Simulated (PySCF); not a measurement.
boron oxyfluoride (BFO), singlet, geometry from GFN2-xTB. Base run: WB97X/def2-SVP (PySCF).

Geometry (Å):
```xyz
3

F      0.0000     0.0000    -1.1893
B      0.0000     0.0000     0.0925
O      0.0000     0.0000     1.2801
```
Charge 0, spin multiplicity 1.
All else is at PySCF's defaults.
Base energy -199.79789 Eh.

Each row names what was changed in the base input (with any setting that the change needs).

```tsv
change	ΔE vs base (µEh)	grid points	electrons on the grid
base	0.0	42392	22.00000
grids.becke_scheme = stratmann	2.1	42392	22.00000
grids.prune = dft.gen_grid.treutler_prune	-34.5	37280	22.00001
grids.atom_grid = (150, 974)	-2.2	235344	22.00000
small_rho_cutoff = 0	0.0	42392	22.00000
grids.level = 4	1.9	85200	22.00000
grids.radi_method = mura_knowles	-1.2	39840	22.00000
grids.atom_grid = (50, 194)	24.5	19536	21.99998
grids.radi_method = delley	0.5	43904	22.00000
grids.level = 1	-41.6	15664	21.99998
grids.atom_grid = (99, 590)	0.4	94056	22.00000
```
